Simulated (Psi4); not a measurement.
C$_{5}$H$_{10}$O, singlet, geometry from GFN2-xTB; Psi4 with PBE/def2-SVPD.

Here is a job for Psi4.
```
memory 2 GB

molecule {
0 1
  C     1.67803364    0.01628511   -0.42837230
  C     0.30257143    0.22045634    0.19526112
  O     0.36594518    1.08492611    1.30529536
  C    -0.80033293    0.54655787   -0.84292261
  C    -1.33848681   -0.88431470   -0.69276346
  C    -0.43532737   -1.08865242    0.53251376
  H     2.05945657    0.95853441   -0.82197520
  H     2.37183444   -0.35474418    0.32343932
  H     1.62064019   -0.70205939   -1.24110593
  H     0.79062552    1.90691381    1.03639099
  H    -0.45182492    0.83303830   -1.83334475
  H    -1.49233673    1.29863742   -0.46965047
  H    -2.40701528   -0.96987828   -0.51131538
  H    -1.06916715   -1.52677368   -1.52859172
  H    -0.96646353   -0.99881568    1.47624756
  H     0.17794155   -1.98625483    0.54524355
}

set basis def2-svpd

energy('pbe')
print_variables()
```

Output, abridged:

```
   => Loading Basis Set <=

    Name: DEF2-SVPD
    Role: ORBITAL
    Keyword: BASIS

         ---------------------------------------------------------
                                   SCF
               by Justin Turney, Rob Parrish, Andy Simmonett
                          and Daniel G. A. Smith
                              RKS Reference
         ---------------------------------------------------------

  ==> Geometry <==

    Molecular point group: c1
    Full point group: C1

    Geometry (in Angstrom), charge = 0, multiplicity = 1:

       Center              X                  Y                   Z               Mass
    ------------   -----------------  -----------------  -----------------  -----------------
         C            1.685359886932    -0.001418703702    -0.463160794773    12.000000000000
         C            0.309897676932     0.202752526298     0.160472625227    12.000000000000
         O            0.373271426932     1.067222296298     1.270506865227    15.994914619570
         C           -0.793006683068     0.528854056298    -0.877711104773    12.000000000000
         C           -1.331160563068    -0.902018513702    -0.727551954773    12.000000000000
         C           -0.428001123068    -1.106356233702     0.497725265227    12.000000000000
         H            2.066782816932     0.940830596298    -0.856763694773     1.007825032230
         H            2.379160686932    -0.372447993702     0.288650825227     1.007825032230
         H            1.627966436932    -0.719763203702    -1.275894424773     1.007825032230
         H            0.797951766932     1.889209996298     1.001602495227     1.007825032230
         H           -0.444498673068     0.815334486298    -1.868133244773     1.007825032230
         H           -1.485010483068     1.280933606298    -0.504438964773     1.007825032230
         H           -2.399689033068    -0.987582093702    -0.546103874773     1.007825032230
         H           -1.061840903068    -1.544477493702    -1.563380214773     1.007825032230
         H           -0.959137283068    -1.016519493702     1.441459065227     1.007825032230
         H            0.185267796932    -2.003958643702     0.510455055227     1.007825032230

  Running in c1 symmetry.

  Rotational constants: A =      0.17368  B =      0.10591  C =      0.09788 [cm^-1]
  Rotational constants: A =   5206.74010  B =   3175.01152  C =   2934.40687 [MHz]
  Nuclear repulsion =  257.284971917641428

  Charge       = 0
  Multiplicity = 1
  Electrons    = 48
  Nalpha       = 24
  Nbeta        = 24

  ==> Algorithm <==

  SCF Algorithm Type is DF.
  DIIS enabled.
  MOM disabled.
  Fractional occupation disabled.
  Guess Type is SAD.
  Energy threshold   = 1.00e-06
  Density threshold  = 1.00e-06
  Integral threshold = 1.00e-12

  ==> Primary Basis <==

  Basis Set: DEF2-SVPD
    Blend: DEF2-SVPD
    Number of shells: 89
    Number of basis functions: 203
    Number of Cartesian functions: 215
    Spherical Harmonics?: true
    Max angular momentum: 2

  ==> DFT Potential <==

   => LibXC <=

    Version 7.1.2
    S. Lehtola, C. Steigemann, M. J. T. Oliveira, and M. A. L. Marques,  SoftwareX 7, 1–5 (2018) (10.1016/j.softx.2017.11.002)

   => Composite Functional: PBE <=

    PBE GGA Exchange-Correlation Functional

    J.P. Perdew et. al., Phys. Rev. Lett., 77(18), 3865-3868, 1996

    Deriv               =              1
    GGA                 =           TRUE
    Meta                =          FALSE

    Exchange Hybrid     =          FALSE
    MP2 Hybrid          =          FALSE

   => Exchange Functionals <=

    1.0000     XC_GGA_X_PBE

   => Correlation Functionals <=

    1.0000     XC_GGA_C_PBE

   => LibXC Density Thresholds  <==

    XC_GGA_C_PBE:  1.00E-12
    XC_GGA_X_PBE:  1.00E-15

   => Molecular Quadrature <=

    Radial Scheme          =       TREUTLER
    Pruning Scheme         =           NONE
    Nuclear Scheme         =       TREUTLER

    Blocking Scheme        =         OCTREE
    BS radius alpha        =              1
    Pruning alpha          =              1
    Radial Points          =             75
    Spherical Points       =            302
    Total Points           =         338731
    Total Blocks           =           2513
    Max Points             =            256
    Max Functions          =            202
    Weights Tolerance      =       1.00E-15

   => Loading Basis Set <=

    Name: (DEF2-SVPD AUX)
    Role: JKFIT
    Keyword: DF_BASIS_SCF

  ==> Integral Setup <==

  SCF_SUBTYPE=INCORE selected. In-core MEM_DF algorithm will be used.
  Using in-core AOs.

  ==> MemDFJK: Density-Fitted J/K Matrices <==

    J tasked:                   Yes
    K tasked:                    No
    wK tasked:                   No
    Algorithm:                 Core
    Schwarz Cutoff:           1E-12
    Mask sparsity (%):       0.2863
    Fitting Condition:        1E-10

   => Auxiliary Basis Set <=

  Basis Set: (DEF2-SVPD AUX)
    Blend: DEF2-UNIVERSAL-JKFIT
    Number of shells: 210
    Number of basis functions: 632
    Number of Cartesian functions: 738
    Spherical Harmonics?: true
    Max angular momentum: 4

  Minimum eigenvalue in the overlap matrix is 2.2669955330E-05.
  Reciprocal condition number of the overlap matrix is 1.6568002978E-06.
    Using symmetric orthogonalization.

  ==> Pre-Iterations <==

  SCF Guess: Superposition of Atomic Densities via on-the-fly atomic UHF (no occupation information).

   -------------------------
    Irrep   Nso     Nmo
   -------------------------
     A        203     203
   -------------------------
    Total     203     203
   -------------------------

  ==> Iterations <==

                           Total Energy        Delta E     RMS |[F,P]|

   @DF-RKS iter SAD:  -270.85885737044839   -2.70859e+02   0.00000e+00
   @DF-RKS iter   1:  -270.47312505106606    3.85732e-01   5.87700e-03 ADIIS/DIIS
   @DF-RKS iter   2:  -268.02768971723162    2.44544e+00   1.19127e-02 ADIIS/DIIS
   @DF-RKS iter   3:  -271.16587917141158   -3.13819e+00   1.61536e-03 ADIIS/DIIS
   @DF-RKS iter   4:  -271.19588329204777   -3.00041e-02   1.06935e-03 ADIIS/DIIS
   @DF-RKS iter   5:  -271.21686103841415   -2.09777e-02   1.99875e-04 ADIIS/DIIS
   @DF-RKS iter   6:  -271.21748397311995   -6.22935e-04   9.01636e-05 DIIS
   @DF-RKS iter   7:  -271.21760866544446   -1.24692e-04   1.41421e-05 DIIS
   @DF-RKS iter   8:  -271.21761263036655   -3.96492e-06   5.48834e-06 DIIS
   @DF-RKS iter   9:  -271.21761319625620   -5.65890e-07   1.27204e-06 DIIS
   @DF-RKS iter  10:  -271.21761322937942   -3.31232e-08   2.65458e-07 DIIS
  Energy and wave function converged.

  ==> Post-Iterations <==

   Electrons on quadrature grid:
      Ntotal   =   48.0000646645 ; deviation = 6.466e-05

    Orbital Energies [Eh]
    ---------------------

    Doubly Occupied:

[...]
    Virtual:

[...]
    Final Occupation by Irrep:
              A
    DOCC [    24 ]
    NA   [    24 ]
    NB   [    24 ]

  @DF-RKS Final Energy:  -271.21761322937942

   => Energetics <=

    Nuclear Repulsion Energy =            257.2849719176414283
    One-Electron Energy =                -876.4466568330277596
    Two-Electron Energy =                 387.0319469218833888
    DFT Exchange-Correlation Energy =     -39.0878752358764672
    Empirical Dispersion Energy =           0.0000000000000000
    VV10 Nonlocal Energy =                  0.0000000000000000
    Total Energy =                       -271.2176132293794240

Computation Completed

Properties will be evaluated at   0.000000,   0.000000,   0.000000 [a0]

Properties computed using the SCF density matrix

 Multipole Moments:

 ------------------------------------------------------------------------------------
     Multipole            Electronic (a.u.)      Nuclear  (a.u.)        Total (a.u.)
 ------------------------------------------------------------------------------------

 L = 1.  Multiply by 2.5417464519 to convert [e a0] to [Debye]
 Dipole X            :         -0.4746459            0.6645405            0.1898946
 Dipole Y            :          1.7069801           -1.6058573            0.1011229
 Dipole Z            :          2.6209020           -3.1555551           -0.5346531
 Magnitude           :                                                    0.5763156

 ------------------------------------------------------------------------------------

  Variable Map:
  ----------------------------------------------------------------------------
[...]
  Array Variable Map:
  ----------------------------------------------------------------------------
[...]
[...]
```
